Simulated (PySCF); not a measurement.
# Finite-field polarisability of Ir (iridium, neutral)

[Xe] 4f14 5d7 6s2, high-spin 4F determinant. All numbers are calculated (PySCF 2.14, a scalar-relativistic core potential, in aug-cc-pVDZ-PP with ECP60MDF (5s5p4d2f, 54 functions)). Frozen: 5s2 5p6. Energy changes in a uniform field (μhartree):

| axis | F (au) | HF | MP2 | CCSD | CCSD(T) |
| --- | --- | --- | --- | --- | --- |
| x | 0.0018 | -102.986 | -61.539 | -79.978 | -78.770 |
| x | 0.0036 | -412.513 | -245.826 | -320.111 | -315.241 |
| y | 0.0018 | -102.986 | -61.539 | -79.978 | -78.770 |
| y | 0.0036 | -412.513 | -245.826 | -320.111 | -315.241 |
| z | 0.0018 | -102.976 | -61.567 | -79.976 | -78.768 |
| z | 0.0036 | -412.354 | -246.274 | -320.091 | -315.229 |

Derive α along x at CCSD(T) from the two fields.

With ΔE = −αF²/2 − γF⁴/24, α = −(16 ΔE(F) − ΔE(2F))/(6F²) = 48.62 bohr³.

And the mean polarisability at each level?

HF 63.54, MP2 38.00, CCSD 49.36, CCSD(T) 48.61 bohr³. Reference: 54 ± 7 bohr³ (recommended; Schwerdtfeger and Nagle, table of static dipole polarizabilities (2023 update)).

Spin-orbit coupling, absent here, splits the open shell strongly.

A double-zeta set is small for polarisabilities.
